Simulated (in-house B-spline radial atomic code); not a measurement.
Functionals against successive ionisation energies: Zr to Zr⁵⁺

Ionisation energies as differences of self-consistent total energies from an all-electron radial atomic-structure program (B-spline basis): all electrons, radial basis limit, scalar-relativistic (one-electron X2C), spin-polarised at highest spin, spherical densities; exact exchange is averaged over the determinants of each configuration. No spin-orbit coupling, Breit or QED terms. NIST's values run from ground level to ground level, so in open shells the differences also hold multiplet and fine-structure energies that spherical high-spin averages miss. Columns give computed minus NIST, in eV; a star marks a semi-empirical value. Species are left out where the tabulated value is theory, is uncertain by more than 0.12 eV, or (13 ions, such as In⁴⁺, Te⁴⁺ and Bi⁴⁺) lies off its series for all methods alike, which flatters the means a little.

| species | shell | NIST (eV) | LDA VWN5 | BP86 | PBE0 | TPSSh | LC-wPBE | B97-1 |
| --- | --- | --- | --- | --- | --- | --- | --- | --- |
| Zr | 5s | 6.63 | +0.08 | -0.02 | -0.33 | -0.35 | -0.56 | +0.16 |
| Zr⁺ | 5s | 13.13 | +0.58 | +0.47 | +0.10 | 0.00 | -0.21 | -0.21 |
| Zr²⁺ | 4d | 23.17* | +0.12 | +0.04 | -0.09 | -0.23 | -0.14 | -0.31 |
| Zr³⁺ | 4d | 34.42 | +0.16 | +0.03 | 0.00 | -0.18 | +0.03 | -0.11 |
| Zr⁴⁺ | 4p | 80.35 ± 0.007* | +0.48 | +0.40 | +0.44 | +0.54 | +0.37 | +0.38 |
| Zr⁵⁺ | 4p | 96.38 ± 0.04* | +0.59 | +0.41 | +0.27 | +0.35 | +0.35 | +0.23 |

Task: How do the methods rank, and which species is hardest?

Result: Mean absolute (signed) differences: PBE0 0.21 (+0.06) eV; BP86 0.23 (+0.22) eV; B97-1 0.23 (+0.02) eV; TPSSh 0.27 (+0.02) eV; LC-wPBE 0.28 (-0.03) eV; LDA VWN5 0.34 (+0.34) eV. For Zr⁴⁺, which loses a 4p electron, the nearest method is off by +0.37 eV, the largest such miss. The first two are tied within the accuracy of the references.
